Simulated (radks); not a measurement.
Question: Neutral gold, configuration [Xe] 4f14 5d9 6s1 7s1 (not the ground configuration). All-electron calculation, Dirac Kohn-Sham, PBEsol, spin-unpolarised, spherical densities, finite nucleus; open shells fill j = l - 1/2 first; Fermi nuclear charge, rms radius 5.4371 fm. Program: a radial shooting solver on a logarithmic mesh with Libxc functionals. Some entries of the table are withheld. Estimate them.

| orbital | occ. | eigenvalue (hartree) | <1/r> (bohr^-1) | r(max) (bohr) |
|---|---|---|---|---|
| 1s1/2 | 2 | -2961.596 | 95.65 | 0.01042 |
| 2s1/2 | 2 | -522.4138 | 23.51 | 0.06041 |
| 2p1/2 | 2 | -501.1820 | 23.48 | 0.04447 |
| 2p3/2 | 4 | -433.7672 | 19.13 | 0.05184 |
| 3s1/2 | 2 | -123.5057 | 8.630 | (1) |
| 3p1/2 | 2 | -113.9153 | (2) | (3) |
| 3p3/2 | 4 | -99.04081 | (4) | (5) |
| 3d3/2 | 4 | -83.04068 | 7.313 | 0.1352 |
| 3d5/2 | 6 | -79.84236 | 7.054 | 0.1393 |
| 4s1/2 | 2 | -27.01735 | 3.653 | 0.3833 |
| 4p1/2 | 2 | -22.92096 | 3.544 | 0.3814 |
| 4p3/2 | 4 | -19.35047 | 3.150 | 0.4124 |
| 4d3/2 | 4 | -12.62983 | 2.947 | 0.4052 |
| 4d5/2 | 6 | -11.96478 | 2.856 | 0.4148 |
| 5s1/2 | 2 | -4.25945 | 1.480 | 0.8487 |
| 4f5/2 | 6 | -3.34341 | 2.481 | (6) |
| 4f7/2 | 8 | -3.20329 | 2.445 | (7) |
| 5p1/2 | 2 | -2.92677 | (8) | 0.8964 |
| 5p3/2 | 4 | -2.31541 | (9) | 0.9764 |
| 5d3/2 | 4 | -0.54578 | 0.8813 | 1.183 |
| 5d5/2 | 5 | -0.48494 | 0.8444 | 1.222 |
| 6s1/2 | 1 | -0.39073 | 0.4943 | 2.200 |
| 7s1/2 | 1 | -0.05724 | 0.1520 | 7.227 |

Answer: 
(1) 3s1/2 r(max) (bohr): 0.1700
(2) 3p1/2 <1/r> (bohr^-1): 8.547
(3) 3p1/2 r(max) (bohr): 0.1586
(4) 3p3/2 <1/r> (bohr^-1): 7.414
(5) 3p3/2 r(max) (bohr): 0.1736
(6) 4f5/2 r(max) (bohr): 0.3731
(7) 4f7/2 r(max) (bohr): 0.3777
(8) 5p1/2 <1/r> (bohr^-1): 1.353
(9) 5p3/2 <1/r> (bohr^-1): 1.208
